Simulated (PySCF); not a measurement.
SbOI, singlet: molecular constants

Level of theory: PySCF, PBE0, basis Sb def2-TZVP with ECP28, O def2-TZVP, I def2-TZVP with ECP28 (scalar-relativistic core potentials, no spin–orbit coupling, density fitting).

The structure is a minimum.

| Quantity | Value |
| --- | --- |
| Point group | Cs |
| Bond lengths | Sb–I 2.728 Å, Sb–O 1.795 Å |
| Bond angles | I–Sb–O 105.3° |
| Zero-point energy | 7.5 kJ/mol |
| Principal quadrupole moments (Buckingham, traceless) about the centre of mass | -14.16, 5.42, 8.74 D Å |
| Entropy at 298.15 K and 1 bar | 314.7 J/(mol K) |
| Rotational symmetry number | 1 |
| Rotational constants | 0.4208, 0.03252, 0.03018 cm⁻¹ |
| Principal polarisabilities | 47.8, 60.1, 108.9 bohr³ |
| Lowest empty level | -3.71 eV |
| Heat capacity Cp at 298.15 K | 51.0 J/(mol K) |
| Enthalpy at 298.15 K above 0 K | 13.17 kJ/mol |
| Highest occupied level | -7.76 eV |
| Dipole moment | 3.46 D |
| Atomisation energy without zero-point energy | 638 kJ/mol |

Harmonic modes (masses in u: Sb 120.904, O 15.995, I 126.904):
```tsv
symmetry	ω (cm⁻¹)	IR (km/mol)	μ (u)	type
a'	153	1.8	22.35	bend
a'	209	45.0	60.18	mixed
a'	896	80.8	17.78	stretch
```

Charges (e):
```tsv
atom	Mulliken	Löwdin	polar tensor	Mayer order to Sb1
Sb1	0.80	0.46	1.07	–
O2	-0.58	-0.43	-0.61	1.94
I3	-0.22	-0.02	-0.46	1.12
```

Mulliken populations on Sb1 (electrons outside its core potential): s 3.86, p 8.02, d 10.26, f 0.07.

Counting electrons, antimony keeps 2 of its valence electrons outside its bonds, so the VSEPR class is AX2E1 and the expected shape is bent; with unlike ligands the computed point group is Cs.

Only a few start shapes were tried, so a lower isomer may exist.

The final relaxation and frequency run took about 3 core-minutes on a shared host.
